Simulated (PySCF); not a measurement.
Compound: C6H7B.
Bonds: B1–C2, C2–C3 (double), C3–C4, C4–C5 (double), C5–C6, C6–C7 (double), B1–C7. Hydrogens: H8 on B1; H9 on C2; H10 on C3; H11 on C4; H12 on C5; H13 on C6; H14 on C7.

Probes without a nucleus sit at each ring's centroid and 1 Å off its mean plane on both sides; NICS is minus the shielding there, NICSzz its component along the normal. Level: GIAO KT2/pcSseg-2 (PySCF, non-relativistic, gas phase) on the PBE0-D3(BJ)/def2-SVP geometry, one conformer.

Ring bond lengths (Å): B1–C2 1.528, C2–C3 1.375, C3–C4 1.421, C4–C5 1.375, C5–C6 1.421, C6–C7 1.375, C7–B1 1.528.

Task: Give the NICS values of each ring in ppm.

Result: 
```tsv
ring	type	NICS(0)	NICS(1), two faces	NICS(1)zz, two faces	rms pucker (Å)	centre to ring atoms, mean (Å)
B1–C2–C3–C4–C5–C6–C7	7-membered ring with B; formal bonds 3 double, 4 single	-4.3	-7.1 / -7.1	-20.7 / -20.7	0.00	1.65
```

Task: What do they say, and how far can they be read as aromaticity?

Result: 
- B1–C2–C3–C4–C5–C6–C7: mean NICS(1)zz -20.7 ppm, shielded.

Task: What are the shieldings of the ring atoms and their hydrogens in the same run (means over atoms taken as equivalent)?

Result: 
```json
{"atoms": "B1", "environment": "ring boron", "σ isotropic (ppm)": "58.3"}
{"atoms": "C2 (×2)", "environment": "unsaturated ring CH carbon", "σ isotropic (ppm)": "25.4"}
{"atoms": "C3 (×2)", "environment": "unsaturated ring CH carbon", "σ isotropic (ppm)": "35.4"}
{"atoms": "C4 (×2)", "environment": "unsaturated ring CH carbon", "σ isotropic (ppm)": "45.9"}
{"atoms": "H8", "environment": "B–H hydrogen", "σ isotropic (ppm)": "24.99"}
{"atoms": "H9 (×2)", "environment": "vinylic hydrogen", "σ isotropic (ppm)": "22.83"}
{"atoms": "H10 (×2)", "environment": "vinylic hydrogen", "σ isotropic (ppm)": "23.12"}
{"atoms": "H11 (×2)", "environment": "vinylic hydrogen", "σ isotropic (ppm)": "23.73"}
```

Task: How do the values depend on the level or the medium?

Result: 
| level | NICS(0), B1–C2–C3–C4–C5–C6–C7 | mean NICS(1)zz, B1–C2–C3–C4–C5–C6–C7 |
| --- | --- | --- |
| KT2/pcSseg-2, gas | -4.3 | -20.7 |
| PBE0/pcSseg-1, gas | -3.9 | -20.2 |

The geometry is the same throughout.
